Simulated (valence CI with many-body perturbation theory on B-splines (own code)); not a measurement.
# Forbidden lines of Pm22+

Method: valence CI with perturbative core correlation (CI+MBPT): three valence electrons over a frozen Dirac-Fock core [Kr], radial functions for each j: 7 s, 7 p, 8 d, 6 f, 4 g, 1 h, with the one-electron correlation potential Σ1 (screened to all orders), the two-electron term Σ2, the three-electron term Σ3, Breit, model QED; selected single and double excitations, second order for the rest, scaled by the run's own slope (own B-spline code, finite nucleus).

No measured levels were compared; by estimate terms of the open shell hold to 2 to 4 % of their energy, and close levels can change places. The list stops below the first excitations out of the core.

Lines 1 to 50 of 70 in falling wavelength, among levels below 691060 cm⁻¹, chosen from the decays that carry over 1 % of a level's rate. Wavelengths and rates use the calculated energies, so an error of 2000 cm⁻¹ moves a line at 15860 Å by 32 % and its rate by three times that or more. Weak lines are less certain than strong ones. Lines between different terms over intervals too small for the method are left out, as are lines whose strength nearly cancels. Where a level lies close to another of its J and parity, the split of strength between their lines is uncertain. The highest levels of a list are the least certain.

Levels are named by their leading jj configuration (3d3/2^4 stands for four electrons in 3d with j = 3/2), which in mixed levels can hold well under half, so a name can repeat and another be missing. Letters in brackets count levels of one name in rising energy.

```csv
λ vac (Å),Upper,Lower,Type,A (s⁻¹),Branch %
15860,(4d3/2^2 4d5/2) J=9/2,(4d3/2^2 4d5/2) J=7/2,M1,3.08e+00,100.0
11720,(4d3/2^2 4d5/2) J=1/2,(4d3/2^2 4d5/2) J=3/2,M1,1.58e+01,4.5
5766,(4d3/2^2 4d5/2) J=7/2,(4d3/2^2 4d5/2) J=5/2 [a],M1,1.38e+02,99.9
5530,(4d3/2^2 4d5/2) J=3/2,(4d3/2^2 4d5/2) J=5/2 [a],M1,4.27e+01,3.9
5421,(4d3/2 4d5/2^2) J=5/2 [a],(4d3/2 4d5/2^2) J=3/2 [a],M1,3.69e+01,2.0
4530,(4d3/2 4d5/2^2) J=11/2,(4d3/2 4d5/2^2) J=9/2,M1,6.55e+01,8.5
3971,(4d3/2 4d5/2^2) J=5/2 [b],(4d3/2 4d5/2^2) J=3/2 [a],M1,3.97e+01,2.7
3454,(4d5/2^3) J=9/2,(4d3/2 4d5/2^2) J=11/2,M1,8.05e+01,2.0
3263,(4d5/2^3) J=3/2,(4d3/2 4d5/2^2) J=5/2 [a],M1,5.45e+01,1.3
3184,(4d3/2^2 4d5/2) J=5/2 [a],(4d3/2^3) J=3/2,M1,1.01e+03,100.0
2860,(4d3/2 4d5/2^2) J=5/2 [a],(4d3/2 4d5/2^2) J=7/2 [a],M1,6.92e+01,3.7
2713,(4d3/2 4d5/2^2) J=9/2,(4d3/2^2 4d5/2) J=9/2,M1,8.76e+02,55.7
2640,(4d3/2 4d5/2^2) J=3/2 [b],(4d5/2^3) J=3/2,M1,8.11e+01,1.8
2624,(4d3/2 4d5/2^2) J=7/2 [a],(4d3/2^2 4d5/2) J=7/2,M1,5.44e+02,19.8
2574,(4d3/2^2 4d5/2) J=5/2 [b],(4d3/2^2 4d5/2) J=3/2,M1,4.94e+02,69.4
2526,(4d3/2^2 4d5/2) J=5/2 [b],(4d3/2^2 4d5/2) J=7/2,M1,4.57e+01,6.4
2486,(4d3/2 4d5/2^2) J=5/2 [b],(4d3/2^2 4d5/2) J=5/2 [b],M1,5.91e+02,40.0
2398,(4d3/2 4d5/2^2) J=5/2 [b],(4d3/2 4d5/2^2) J=7/2 [a],M1,2.75e+01,1.9
2317,(4d3/2 4d5/2^2) J=9/2,(4d3/2^2 4d5/2) J=7/2,M1,6.97e+02,44.3
2290,(4d5/2^3) J=3/2,(4d3/2 4d5/2^2) J=1/2,M1,6.04e+02,14.0
2205,(4d3/2 4d5/2^2) J=3/2 [a],(4d3/2^2 4d5/2) J=1/2,M1,4.15e+02,9.1
2152,(4d3/2 4d5/2^2) J=7/2 [b],(4d3/2^2 4d5/2) J=5/2 [b],M1,4.47e+01,3.6
2085,(4d3/2 4d5/2^2) J=7/2 [b],(4d3/2 4d5/2^2) J=7/2 [a],M1,1.98e+02,15.8
2046,(4d5/2^3) J=5/2,(4d5/2^3) J=3/2,M1,1.38e+02,1.7
2037,(4d5/2^3) J=3/2,(4d3/2 4d5/2^2) J=3/2 [a],M1,1.09e+03,25.3
2021,(4d3/2^2 4d5/2) J=3/2,(4d3/2^3) J=3/2,M1,1.04e+03,96.0
1969,(4d3/2 4d5/2^2) J=1/2,(4d3/2^2 4d5/2) J=1/2,M1,2.34e+03,94.4
1960,(4d5/2^3) J=9/2,(4d3/2 4d5/2^2) J=9/2,M1,1.67e+03,41.9
1856,(4d3/2 4d5/2^2) J=3/2 [a],(4d3/2^2 4d5/2) J=3/2,M1,2.36e+03,52.0
1803,(4d3/2 4d5/2^2) J=7/2 [a],(4d3/2^2 4d5/2) J=5/2 [a],M1,2.21e+03,80.2
1783,(4d5/2^3) J=9/2,(4d3/2 4d5/2^2) J=7/2 [a],M1,2.06e+03,51.7
1757,(4d3/2^2 4d5/2) J=5/2 [b],(4d3/2^2 4d5/2) J=5/2 [a],M1,8.44e+01,11.9
1723,(4d3/2^2 4d5/2) J=1/2,(4d3/2^3) J=3/2,M1,3.35e+02,95.0
1697,(4d3/2 4d5/2^2) J=11/2,(4d3/2^2 4d5/2) J=9/2,M1,7.05e+02,91.5
1686,(4d3/2 4d5/2^2) J=1/2,(4d3/2^2 4d5/2) J=3/2,M1,7.46e+01,3.0
1618,(4d3/2 4d5/2^2) J=3/2 [b],(4d3/2 4d5/2^2) J=5/2 [b],M1,1.93e+02,4.3
1559,(4d5/2^3) J=3/2,(4d3/2^2 4d5/2) J=5/2 [b],M1,1.42e+03,33.0
1503,(4d5/2^3) J=5/2,(4d3/2 4d5/2^2) J=7/2 [b],M1,8.30e+02,10.3
1459,(4d3/2 4d5/2^2) J=3/2 [b],(4d3/2 4d5/2^2) J=5/2 [a],M1,1.85e+03,41.3
1389,(4d3/2 4d5/2^2) J=3/2 [a],(4d3/2^2 4d5/2) J=5/2 [a],M1,1.46e+03,32.1
1383,(4d3/2 4d5/2^2) J=5/2 [a],(4d3/2^2 4d5/2) J=3/2,M1,6.12e+02,33.1
1374,(4d5/2^3) J=5/2,(4d3/2 4d5/2^2) J=5/2 [b],M1,2.38e+03,29.5
1369,(4d3/2 4d5/2^2) J=5/2 [a],(4d3/2^2 4d5/2) J=7/2,M1,7.88e+02,42.7
1265,(4d3/2 4d5/2^2) J=5/2 [b],(4d3/2^2 4d5/2) J=3/2,M1,2.26e+02,15.3
1257,(4d5/2^3) J=5/2,(4d3/2 4d5/2^2) J=5/2 [a],M1,9.63e+01,1.2
1254,(4d3/2 4d5/2^2) J=7/2 [b],(4d3/2^2 4d5/2) J=9/2,M1,5.48e+02,43.6
1253,(4d3/2 4d5/2^2) J=5/2 [b],(4d3/2^2 4d5/2) J=7/2,M1,3.79e+02,25.7
1226,(4d3/2 4d5/2^2) J=3/2 [b],(4d3/2 4d5/2^2) J=1/2,M1,4.20e+02,9.4
1162,(4d3/2 4d5/2^2) J=7/2 [b],(4d3/2^2 4d5/2) J=7/2,M1,2.97e+02,23.6
1150,(4d3/2 4d5/2^2) J=3/2 [b],(4d3/2 4d5/2^2) J=3/2 [a],M1,8.33e+02,18.6
```
